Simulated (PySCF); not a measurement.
## Shifts of the heteroatoms

Mapped SMILES: `[F:1][C@H:2]1[CH2:3][Si@@H:4]([CH:5]2[CH2:6][CH2:7]2)[CH2:8]1` (H(Xn): hydrogen on atom n). Ha(C3), Ha(C8) are cis to F1 on the ring; Ha(C6), Ha(C7) are cis to Si4 on the ring; Hb(C3), Hb(C8) are trans to F1 on the ring; Hb(C6), Hb(C7) are trans to Si4 on the ring.

Method: coordinates at the GFN2-xTB level, shielding tensors at PBE0/pcSseg-1 (GIAO), in PySCF (isolated molecule, one averaged value for each set of equivalent atoms, non-relativistic, one computed conformer).

Q: What are the 19F shifts?

A: 
```tsv
atoms	environment	σ (ppm)	δ (ppm)
F1	fluorine on an sp3 carbon	330.5	-137.6
```

Shieldings were converted by a linear fit to measured shifts: 19F (scatter 6.0 ppm rms, 7.0 ppm with the 5 outliers that the fit left out vs CFCl3, solution or neat liquid, with a term for F on sp3 carbon). Occasional misses reach two or three times the rms, and more in compound classes unlike the fitted ones.

On a 300 MHz spectrometer 19F resonates near 282.3 MHz, so 1 ppm is 282.3 Hz.

Q: What are the 29Si shifts?

A: 
| atoms | environment | σ (ppm) | δ (ppm) |
| --- | --- | --- | --- |
| Si4 | silicon bonded to 3 C, H, in a 4-membered ring | 374.7 | -28.0 |

Shieldings were converted by a linear fit to measured shifts: 29Si (scatter 8.9 ppm rms, 25.8 ppm with the 6 outliers that the fit left out vs TMS, solution or neat liquid). A few per cent of atoms miss by over 2 rms, more outside the fitted compound classes.

On a 400 MHz spectrometer 29Si resonates near 79.5 MHz, so 1 ppm is 79.5 Hz.
